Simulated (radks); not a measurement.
Spherical quantum dot in the effective-mass picture: electrons in a well V = -V0 / (1 + exp((r - R)/a)) with V0 = 8.39, R = 7.76, a = 0.53, with a point charge +1 (a donor) at the centre, all in effective atomic units (hartree* = m*/eps^2 hartree, bohr* = eps/m* bohr), one dielectric constant everywhere. Calculated with a radial shooting solver with Libxc functionals: non-relativistic Kohn-Sham, LDA (Slater exchange, Perdew-Wang correlation), spin-polarised, spherical densities. Levels are named by radial order and angular momentum (1s, 1p, 1d, 2s, ...), and open shells are averaged over m.

N = 11, configuration 1s2 1p6 1d(up 2, down 0) 2s(up 1, down 0). This is the lowest configuration that the search found. Occupied and some empty levels:

| level | occupation | eigenvalue (hartree*) | <r> (bohr*) |
|---|---|---|---|
| 1s up | 1 | -6.5146 | 3.671 |
| 1s down | 1 | -6.4807 | 4.128 |
| 1p up | 3 | -6.4285 | 4.714 |
| 1p down | 3 | -6.4079 | 4.717 |
| 2s up | 1 | -6.3517 | 2.776 |
| 1d up | 2 | -6.3276 | 4.936 |
| 1d down | 0 | -6.3071 | 4.935 |
| 2s down | 0 | -6.2641 | 2.610 |
| 1f up | 0 | -6.1943 | 5.110 |
| 1f down | 0 | -6.1738 | 5.112 |
| 1g up | 0 | -6.0315 | 5.260 |
| 1g down | 0 | -6.0110 | 5.264 |
| 2p up | 0 | -5.9863 | 3.668 |
| 2p down | 0 | -5.9599 | 3.747 |

Energy (hartree*): total -82.0261, kinetic 2.4692, external -94.430, Hartree 12.202, exchange-correlation -2.2672.

Electron density:

| r (bohr*) | n(r) (e/bohr*^3) |
|---|---|
| 0.186 | 0.2180 |
| 0.652 | 0.08693 |
| 1.12 | 0.03670 |
| 1.59 | 0.01732 |
| 2.05 | 0.01017 |
| 2.52 | 0.008246 |
| 2.98 | 0.008814 |
| 3.45 | 0.01059 |
| 3.92 | 0.01262 |
| 4.38 | 0.01384 |
| 4.85 | 0.01325 |
| 5.32 | 0.01050 |
| 5.79 | 0.006471 |
| 6.25 | 0.002856 |
| 6.72 | 0.0008216 |
| 7.18 | 0.0001382 |
| 7.65 | 0.00001286 |
| 8.12 | 6.966e-07 |
| 8.59 | 2.584e-08 |
